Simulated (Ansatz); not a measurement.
Steps of a relaxation of `OCBBr` with RKS PBE0-D4/def2-TZVP.

```sh
$ ansatz run in.yaml --threads 2 --pin off --events-out ev --progress --plain --max-ram 4352MiB
```

```yaml
crystal:
  periodic: [false, false, false]
  atoms:
    - {symbol: O, position_ang: [-0.082733, 1.542274, -0.416895]}
    - {symbol: C, position_ang: [0.521998, 0.420498, 0.170947]}
    - {symbol: B, position_ang: [-0.178865, -0.969157, 0.147050]}
    - {symbol: Br, position_ang: [-1.867252, -1.159643, -0.753916]}
    - {symbol: H, position_ang: [-0.907755, 1.230452, -0.840025]}
    - {symbol: H, position_ang: [0.769460, 0.617660, 1.249807]}
    - {symbol: H, position_ang: [1.540380, 0.220429, -0.270864]}
    - {symbol: H, position_ang: [0.296867, -1.959614, 0.658096]}
basis:
  gaussian: {orbitals: def2-TZVP}
hamiltonian: {xc: pbe0, dispersion: d4}
relax: {f_tol: 0.005, max_steps: 150}
```

Positions (Å) and forces (eV/Å) along the path, 8 of 8 steps:

```xyz
8
step=1 energy=-73861.3382 eV
O    -0.083    1.542   -0.417   -0.499   -0.544   -0.195
C     0.522    0.420    0.171    0.664   -0.306    0.426
B    -0.179   -0.969    0.147    0.035   -0.097    0.033
Br   -1.867   -1.160   -0.754    0.176    0.001    0.104
H    -0.908    1.230   -0.840    0.551    0.303    0.267
H     0.769    0.618    1.250   -0.197    0.003   -0.564
H     1.540    0.220   -0.271   -0.546    0.202    0.136
H     0.297   -1.960    0.658   -0.185    0.440   -0.208
8
step=2 energy=-73861.3671 eV
O    -0.081    1.526   -0.413   -0.197   -0.113   -0.102
C     0.529    0.412    0.176    0.281   -0.143    0.160
B    -0.180   -0.965    0.143   -0.004   -0.057    0.026
Br   -1.864   -1.159   -0.750    0.087    0.010    0.046
H    -0.899    1.222   -0.832    0.164    0.139    0.072
H     0.763    0.620    1.241   -0.073   -0.010   -0.200
H     1.533    0.229   -0.271   -0.203    0.071    0.059
H     0.289   -1.940    0.650   -0.054    0.103   -0.061
8
step=3 energy=-73861.3709 eV
O    -0.078    1.522   -0.414   -0.008    0.011   -0.012
C     0.530    0.406    0.176    0.040   -0.044    0.030
B    -0.179   -0.968    0.146   -0.015    0.009   -0.039
Br   -1.858   -1.161   -0.744   -0.014   -0.006    0.003
H    -0.896    1.233   -0.832   -0.024    0.013   -0.014
H     0.756    0.620    1.234   -0.001    0.015    0.030
H     1.527    0.231   -0.269    0.016    0.008   -0.014
H     0.289   -1.941    0.646    0.007   -0.006    0.016
8
step=4 energy=-73861.3711 eV
O    -0.077    1.521   -0.415    0.000    0.019   -0.012
C     0.531    0.405    0.177    0.014   -0.021   -0.008
B    -0.178   -0.969    0.141   -0.023    0.005    0.023
Br   -1.861   -1.162   -0.741    0.004    0.001   -0.003
H    -0.896    1.234   -0.833   -0.010    0.002   -0.002
H     0.755    0.619    1.236   -0.005   -0.002    0.010
H     1.529    0.234   -0.268    0.010    0.007   -0.002
H     0.288   -1.939    0.648    0.010   -0.012   -0.006
8
step=5 energy=-73861.3712 eV
O    -0.077    1.521   -0.416    0.003    0.007   -0.008
C     0.532    0.405    0.176    0.003   -0.004   -0.005
B    -0.179   -0.969    0.143   -0.002   -0.004    0.001
Br   -1.861   -1.162   -0.741    0.002    0.002    0.003
H    -0.896    1.235   -0.833   -0.002   -0.001    0.003
H     0.754    0.620    1.236   -0.002   -0.002    0.003
H     1.530    0.234   -0.268   -0.003    0.005    0.003
H     0.289   -1.940    0.647    0.001   -0.003    0.000
8
step=6 energy=-73861.3713 eV
O    -0.068    1.519   -0.430   -0.017   -0.009   -0.009
C     0.533    0.404    0.172    0.014    0.019    0.004
B    -0.177   -0.969    0.139   -0.013   -0.023   -0.001
Br   -1.865   -1.162   -0.733    0.002    0.004    0.001
H    -0.901    1.239   -0.823    0.001    0.006    0.000
H     0.740    0.618    1.236    0.012   -0.004   -0.007
H     1.536    0.236   -0.261    0.003    0.002    0.016
H     0.293   -1.941    0.643   -0.002    0.004   -0.003
8
step=7 energy=-73861.3713 eV
O    -0.067    1.518   -0.433   -0.007   -0.012   -0.002
C     0.534    0.404    0.172    0.003    0.015   -0.001
B    -0.176   -0.970    0.139   -0.002   -0.012   -0.001
Br   -1.866   -1.161   -0.732    0.000    0.002    0.001
H    -0.903    1.238   -0.822    0.006    0.003    0.003
H     0.739    0.618    1.236    0.003    0.000   -0.002
H     1.538    0.237   -0.257    0.000    0.001    0.004
H     0.293   -1.941    0.641   -0.003    0.002   -0.002
8
step=8 energy=-73861.3713 eV
O    -0.066    1.517   -0.435    0.000    0.000    0.000
C     0.534    0.404    0.171    0.002    0.000    0.000
B    -0.176   -0.970    0.138    0.000   -0.003    0.001
Br   -1.867   -1.159   -0.730    0.000    0.001    0.000
H    -0.904    1.237   -0.820    0.000    0.000    0.000
H     0.737    0.619    1.236   -0.001    0.000    0.000
H     1.540    0.238   -0.255    0.000    0.000    0.000
H     0.293   -1.942    0.639    0.000    0.001    0.000
```

Hardware: 2 threads of an Arm Neoverse V1 on a shared host. Wall time 39 s, peak host memory 0.37 GiB.
